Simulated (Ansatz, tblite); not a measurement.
Cost and result up the ladder for `Cc1cc(-c2sc(-c3sc(-c4sc(S)cc4C)cc3C)cc2C)sc1S` (44 atoms). The state is a singlet with charge 0. Geometry: r2SCAN-D4/def2-SVP.

```xyz
44

C    -4.293   -4.336   -2.989
C    -3.082   -4.456   -2.118
C    -2.416   -3.345   -1.537
C    -1.317   -3.670   -0.749
C    -0.436   -2.761   -0.059
S    -0.679   -1.041   -0.267
C     0.654   -0.644    0.786
C     1.005    0.729    1.037
S     0.592    1.957   -0.132
C     1.281    3.231    0.845
C     1.273    4.616    0.445
S     1.962    5.806    1.527
C     1.547    7.115    0.462
S     2.021    8.775    0.785
C     0.940    6.639   -0.682
C     0.779    5.226   -0.713
C     0.128    4.509   -1.857
C     1.808    2.688    2.012
C     1.662    1.287    2.140
C     2.129    0.518    3.336
C     1.235   -1.810    1.271
C     0.635   -3.007    0.807
C     1.123   -4.367    1.206
S    -1.113   -5.405   -0.711
C    -2.475   -5.656   -1.767
S    -3.000   -7.287   -2.160
H    -4.517   -5.293   -3.482
H    -4.145   -3.563   -3.760
H    -5.177   -4.043   -2.398
H    -2.735   -2.312   -1.698
H     1.283    8.957    1.909
H     0.606    7.302   -1.484
H    -0.790    3.983   -1.546
H    -0.145    5.221   -2.649
H     0.797    3.752   -2.300
H     2.287    3.304    2.778
H     2.269    1.188    4.197
H     3.096    0.019    3.149
H     1.407   -0.264    3.618
H     2.110   -1.808    1.923
H     1.948   -4.282    1.927
H     0.325   -4.968    1.673
H     1.489   -4.941    0.339
H    -2.071   -7.564   -3.113
```

Ansatz on 2 threads of AMD EPYC 7R13 on a shared host and a share (18 GiB) of an NVIDIA H100 80GB HBM3; xTB runs through tblite on one thread. Times are rough, summed over both states, and most runs start from the orbitals of an earlier one. PBE0-D4/def2-TZVP serves as the yardstick here, not as an exact answer. The other state is a doublet.

The xTB rows come from tblite. Single mean-field runs in def2-TZVP are fitted with def2-universal-jkfit.

Raw xTB energies of ions are shifted by several eV.

```csv
level,functions,wall time,vertical IE (eV),difference from PBE0-D4/def2-TZVP (eV)
GFN1-xTB,170,0.29 s,11.78,5.41
GFN2-xTB,152,0.3 s,11.27,4.90
PBE-D4/def2-TZVP (with forces),950,17 s,6.15,-0.22
PBE0-D4/def2-TZVP,950,27 s,6.37,0.00
```
